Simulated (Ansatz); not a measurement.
C₉H₁₂O, SMILES `CC(C)c1ccc(O)cc1`, relaxed with RKS PBE-D4/def2-SVP in Ansatz 0.2.0 from a rough embedded geometry. The force threshold is 0.03 eV/Å; the program also tests the step.

Total charge 0; spin multiplicity 1.

Start:

```xyz
22

C    -0.244   -2.526    0.029
C    -0.383   -1.303   -0.880
C     0.609   -1.377   -2.043
C    -0.200   -0.027   -0.097
C     0.998    0.260    0.549
C     1.166    1.427    1.264
C     0.125    2.346    1.351
O     0.325    3.490    2.065
C    -1.077    2.073    0.712
C    -1.230    0.898   -0.002
H     0.763   -2.593    0.434
H    -0.450   -3.437   -0.529
H    -0.943   -2.462    0.860
H    -1.397   -1.303   -1.297
H     0.419   -2.264   -2.644
H     1.631   -1.424   -1.676
H     0.513   -0.500   -2.679
H     1.819   -0.439    0.495
H     2.095    1.649    1.765
H    -0.474    4.030    2.041
H    -1.893    2.782    0.773
H    -2.172    0.701   -0.494
```

(1) By how much does the energy fall, and how many steps does the optimiser take? (Estimate.)

(2) Which bonds change most? (Best estimate.)

(3) Give the relaxed structure. (An estimate is asked.)

Results:

(1) Ansatz gave: 3.70 kcal/mol, in 3 steps.

(2) Ansatz gave: C3–H16 from 1.087 to 1.110 Å; C1–H11 from 1.087 to 1.110 Å; C5–H18 from 1.080 to 1.102 Å; C1–H12 from 1.088 to 1.110 Å.

(3) Computed: 
```xyz
22

C    -0.255   -2.558    0.020
C    -0.371   -1.318   -0.883
C     0.603   -1.400   -2.071
C    -0.196   -0.027   -0.096
C     1.014    0.276    0.564
C     1.182    1.460    1.290
C     0.125    2.388    1.375
O     0.334    3.528    2.092
C    -1.090    2.105    0.723
C    -1.239    0.912    0.001
H     0.760   -2.640    0.462
H    -0.444   -3.489   -0.554
H    -0.981   -2.516    0.858
H    -1.403   -1.302   -1.298
H     0.424   -2.317   -2.671
H     1.658   -1.430   -1.724
H     0.497   -0.523   -2.741
H     1.856   -0.433    0.513
H     2.128    1.689    1.802
H    -0.479    4.066    2.060
H    -1.925    2.825    0.783
H    -2.198    0.707   -0.503
```
